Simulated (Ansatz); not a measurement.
Geometry optimisation, Ansatz 0.2.0, UKS LDA/def2-TZVP.

Input file:

```yaml
crystal:
  periodic: [false, false, false]
  atoms:
    - { symbol: "N", position_ang: [-0.2893, -1.1275, 0.0793] }
    - { symbol: Sn, position_ang: [0.4214, 0.8255, -0.0441] }
    - { symbol: H, position_ang: [-0.77927, -1.32068, -0.77761] }
    - { symbol: H, position_ang: [-0.91069, -1.12393, 0.88723] }
    - { symbol: H, position_ang: [0.0009, 1.5292, -1.6042] }
    - { symbol: H, position_ang: [-0.2452, 1.8141, 1.2496] }
magnetization:
  spin_polarized: true
  initial_magnetization: 1
basis:
  gaussian: { orbitals: def2-TZVP }
hamiltonian:
  xc: lda
relax:
  f_tol: 0.015
  max_steps: 40
```

Launched with:

```bash
$ ansatz run input.yaml --threads 2 --pin off --max-ram 3072MiB --backend cpu --events-out ev --progress --plain --runs-dir out
```

Problem. Where does it end, and by what steps?

Solution. The run converged. After 9 steps the energy has fallen by 0.265 eV; N1 moved furthest, 0.54 Å.

```csv
step,energy less start (eV),largest force component (eV/Å),accepted
0,0.0000,1.336,yes
1,-0.1011,0.448,yes
2,-0.1309,0.877,yes
3,-0.1874,0.779,yes
4,-0.2582,0.211,yes
5,-0.2150,0.436,no
6,-0.2634,0.054,yes
7,-0.2641,0.169,yes
8,-0.2648,0.023,yes
9,-0.2649,0.006,yes
```

```xyz
6
Properties=species:S:1:pos:R:3
N -0.724 -0.806 0.021
Sn 0.461 0.840 -0.045
H -0.620 -1.476 -0.743
H -0.762 -1.309 0.909
H 0.040 1.530 -1.582
H -0.197 1.817 1.230
```

The run took 11 s on 2 threads of Arm Neoverse V1, with other jobs on the host, peak memory 0.17 GiB.
